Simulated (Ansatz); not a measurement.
BiB10⁻, relaxed as a singlet with RKS PBE-D4/def2-SVPD in Ansatz, starting from the GFN1-xTB geometry. Force threshold 0.02 eV/Å.

In the def2 sets Bi takes a core potential; there is no spin–orbit coupling. The structure comes from a short search, and lower isomers may exist.

Start:

```xyz
11

Bi   -3.227   -1.129    0.721
B     0.706    0.544   -1.860
B     1.023   -0.259   -0.277
B     1.513    0.295    1.373
B    -0.588   -0.658    0.092
B     2.015    1.022   -1.239
B    -1.237   -0.558    1.663
B    -1.893   -0.359   -0.956
B     0.138   -0.049    2.074
B    -0.851    0.260   -1.877
B     2.399    0.892    0.285
```

```json
{"step": "1", "energy (eV)": "-12583.9813", "largest force component (eV/Å)": "2.021", "SCF passes": "36"}
{"step": "2", "energy (eV)": "-12584.6931", "largest force component (eV/Å)": "1.298", "SCF passes": "28"}
{"step": "3", "energy (eV)": "-12585.1556", "largest force component (eV/Å)": "0.737", "SCF passes": "32"}
{"step": "4", "energy (eV)": "-12585.2917", "largest force component (eV/Å)": "0.362", "SCF passes": "32"}
{"step": "5", "energy (eV)": "-12585.3720", "largest force component (eV/Å)": "0.253", "SCF passes": "29"}
{"step": "6", "energy (eV)": "-12585.4190", "largest force component (eV/Å)": "0.230", "SCF passes": "29"}
{"step": "7", "energy (eV)": "-12585.4348", "largest force component (eV/Å)": "0.199", "SCF passes": "24"}
{"step": "8", "energy (eV)": "-12585.4593", "largest force component (eV/Å)": "0.286", "SCF passes": "30"}
{"step": "9", "energy (eV)": "-12585.5494", "largest force component (eV/Å)": "0.657", "SCF passes": "36"}
{"step": "10", "energy (eV)": "-12585.6355", "largest force component (eV/Å)": "0.801", "SCF passes": "31"}
{"step": "11", "energy (eV)": "-12585.9240", "largest force component (eV/Å)": "1.112", "SCF passes": "38"}
{"step": "12", "energy (eV)": "-12586.3191", "largest force component (eV/Å)": "1.177", "SCF passes": "37"}
{"step": "13", "energy (eV)": "-12586.6792", "largest force component (eV/Å)": "1.272", "SCF passes": "36"}
{"step": "14", "energy (eV)": "-12586.7773", "largest force component (eV/Å)": "1.691", "SCF passes": "36"}
{"step": "15", "energy (eV)": "-12586.9010", "largest force component (eV/Å)": "0.585", "SCF passes": "34"}
{"step": "16", "energy (eV)": "-12587.0029", "largest force component (eV/Å)": "0.567", "SCF passes": "29"}
{"step": "17 (rejected)", "energy (eV)": "-12586.9497", "largest force component (eV/Å)": "0.818", "SCF passes": "29"}
{"step": "18", "energy (eV)": "-12587.0307", "largest force component (eV/Å)": "0.085", "SCF passes": "25"}
{"step": "19", "energy (eV)": "-12587.0338", "largest force component (eV/Å)": "0.064", "SCF passes": "22"}
{"step": "20", "energy (eV)": "-12587.0368", "largest force component (eV/Å)": "0.070", "SCF passes": "24"}
{"step": "21", "energy (eV)": "-12587.0400", "largest force component (eV/Å)": "0.067", "SCF passes": "25"}
{"step": "22", "energy (eV)": "-12587.0408", "largest force component (eV/Å)": "0.047", "SCF passes": "24"}
{"step": "23", "energy (eV)": "-12587.0412", "largest force component (eV/Å)": "0.035", "SCF passes": "24"}
{"step": "24", "energy (eV)": "-12587.0413", "largest force component (eV/Å)": "0.024", "SCF passes": "25"}
{"step": "25", "energy (eV)": "-12587.0414", "largest force component (eV/Å)": "0.008", "SCF passes": "25"}
```

Force components are those of the run's own axes.

End:

```csv
atom,x (Å),y (Å),z (Å)
Bi1,-3.501,-1.419,0.880
B2,0.570,0.497,-1.645
B3,1.106,0.194,0.003
B4,1.720,0.330,1.552
B5,-0.548,0.228,-0.087
B6,2.101,0.833,-1.176
B7,-1.386,-0.681,1.090
B8,-1.967,-0.543,-0.597
B9,0.161,-0.082,1.415
B10,-0.932,-0.025,-1.722
B11,2.676,0.668,0.288
```

Bonds formed: B2–B5, B3–B9, B5–B9, B5–B10, B7–B8 (atoms count from 1). The end is the same structure that another start reached, the lowest one found.

No frequencies were taken in this run, so the end may be a saddle point.

Run time 99 s (4 threads of Arm Neoverse V1 on a shared host).
